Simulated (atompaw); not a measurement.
**Before and after: PAW (atompaw) potential for Bi**

- Element: Bi (Z = 83)
- Generator: atompaw 4.2.0.5
- Type: PAW
- Functional: PBE
- Relativity: scalar-relativistic
- Frozen core: [Xe] 4f14 5d10
- Valence charge: 5
- Reference configuration: 6s2 6p3
- Partial waves: 6s (bound): rc 2.45 bohr; 6s channel at 4.25 Ry: rc 1.55 bohr; 6p (bound): rc 2.45 bohr; 6p channel at 0.2 Ry: rc 2.45 bohr
- Local potential: bessel scheme, radius 2.10 bohr
- Core correction: smooth core density matched at 2.40 bohr
- Augmentation charge: besselshape compensation charge, radius 2.00 bohr; PAW radius 2.45 bohr; waves and projectors: custom rrkj gramschmidtortho

All-electron outer shells of the reference configuration (PBE, scalar-relativistic, ld1.x):

```csv
shell,level (eV),outermost node (bohr),outermost maximum (bohr)
5p,-95.86,0.48,0.86
5d,-27.08,0.51,1.03
6s,-14.48,0.98,1.88
6p,-4.57,1.14,2.44
```

Change: local potential bessel scheme, radius 1.78 bohr.

Cutoffs: the cutoffs (Ry, on a coarse ladder) from which the occupation-weighted sum of valence levels, in a spherical-Bessel basis at the reference potential, stays within 10 and 1 mRy of its value at 400 Ry; they do not see the model core or the augmentation charge, which bear on the density cutoff.

What does the change do?

Both files are very soft, the changed one slightly harder (loose and tight cutoff 6 and 8 Ry → 6 and 10 Ry on this coarse ladder); a bound ghost appears in d, which as a rule spoils a file; the range in which the s phases agree widens (upper end -0.8 → at the end of the scan). A state that the projectors do not describe sees the local part alone, so a deeper or shallower local part can create or remove a ghost.

```tsv
quantity	base	changed
cutoff, loose	6 Ry	6 Ry
cutoff, tight	8 Ry	10 Ry
bound ghosts	none	d
s: phases at 2.47 bohr within 0.05 rad from the reference energy up to (Ry; the scan ends near 5)	-0.8	to the end of the scan
p: phases at 2.47 bohr within 0.05 rad from the reference energy up to (Ry; the scan ends near 5)	4.6	4.4
lowest overlap eigenvalue by channel	s 0.28, p 0.54	s 0.00, p 0.52
```

 A true bound ghost makes a file unfit for plane-wave use even where its test errors are small: the radial tests pick states by their node count and pass the ghost by. The cutoffs see the waves, projectors and local potential, not the compensation charge or the core.
